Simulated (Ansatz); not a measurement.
Isolated molecules relaxed with PBE0-D4/def2-TZVP in Ansatz; ΔE leaves out vibrations. CCSD(T)/CBS adds triple-zeta CCSD(T) − MP2 to the extrapolated MP2 energy (def2 sets, frozen cores). This one scheme is used for every species. DFT in def2-TZVPP. B3LYP here is the variant with VWN-RPA as its local correlation; programs differ in this. For Ge outer-core shells are correlated without core-valence functions, which leaves a few kJ/mol of doubt a bond. Scalar relativity is left out up to krypton. Each species was taken in one conformer, which may not be the lowest.

Consider the cleavage of the Al–Ge bond: `C[S][AlH][GeH3]` + HCl → `C[S][AlH][Cl]` + GeH₄.

(1) Is it downhill or uphill in electronic energy at CCSD(T)/CBS, and by how much? (Best estimate.)

(2) What do these levels give: PBE-D4, PBE0-D4, ωB97X-V, B2PLYP, PBE, r2SCAN, PBE0, B3LYP, HF/def2-TZVPP, MP2/def2-QZVPP, HF/CBS(def2), MP2/CBS(def2)? (Best estimate.)

Largest T1 diagnostic among the species: 0.012.

Answers

(1) Ansatz gave: Downhill: ΔE = -132.8 kJ/mol.

(2) Computed: PBE-D4 -120.3, PBE0-D4 -126.3, ωB97X-V -137.4, B2PLYP -139.0, PBE -122.8, r2SCAN -136.5, PBE0 -128.9, B3LYP -137.1, HF/def2-TZVPP -156.1, MP2/def2-QZVPP -140.2, HF/CBS(def2) -157.3, MP2/CBS(def2) -140.4 kJ/mol.

The D4 term adds +4.0 kJ/mol with B3LYP and +2.5 kJ/mol with PBE0; it sums over pairs of atoms, weighted by their polarisabilities, and B3LYP, whose exchange is more repulsive, gets the larger term. In def2-TZVPP, CCSD(T) changes the Hartree–Fock value by +24.8 kJ/mol (the triples alone add +2.3 kJ/mol) and MP2 by +17.1 kJ/mol.
